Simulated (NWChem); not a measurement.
Species: C5H5F; SMILES C/C(F)=C/C#C

```xyz
11

C      0.1694     2.7670     0.0000
C     -0.2484     1.6271     0.0000
C     -0.7770     0.3112     0.0000
C     -0.0301    -0.8060     0.0000
C     -0.5135    -2.2067     0.0000
F      1.2975    -0.7150     0.0000
H      0.5487     3.7719     0.0000
H     -1.8639     0.1916     0.0000
H     -0.1336    -2.7404    -0.8862
H     -0.1336    -2.7404     0.8862
H     -1.6094    -2.2491     0.0000
```
Atoms are numbered in this order, from 1.

Structure relaxed at the PBE0/def2-SVP level.

Task: Give the principal values of the shielding tensors (ppm) of C1, C2, C3, C4, C5 from BHandHLYP/pcSseg-1, GIAO (NWChem), with their diamagnetic and paramagnetic parts as GIAO splits them.

Result: 
| atom | σ11 | σ22 | σ33 | isotropic | diamagnetic | paramagnetic |
|---|---|---|---|---|---|---|
| C1 | 27.2 | 46.4 | 202.2 | 91.9 | 259.2 | -167.3 |
| C2 | 2.7 | 13.6 | 309.8 | 108.7 | 253.6 | -144.9 |
| C3 | -5.3 | 126.4 | 149.1 | 90.1 | 260.4 | -170.3 |
| C4 | -118.6 | 50.7 | 79.9 | 4.0 | 250.3 | -246.3 |
| C5 | 149.8 | 155.5 | 186.7 | 164.0 | 248.6 | -84.6 |
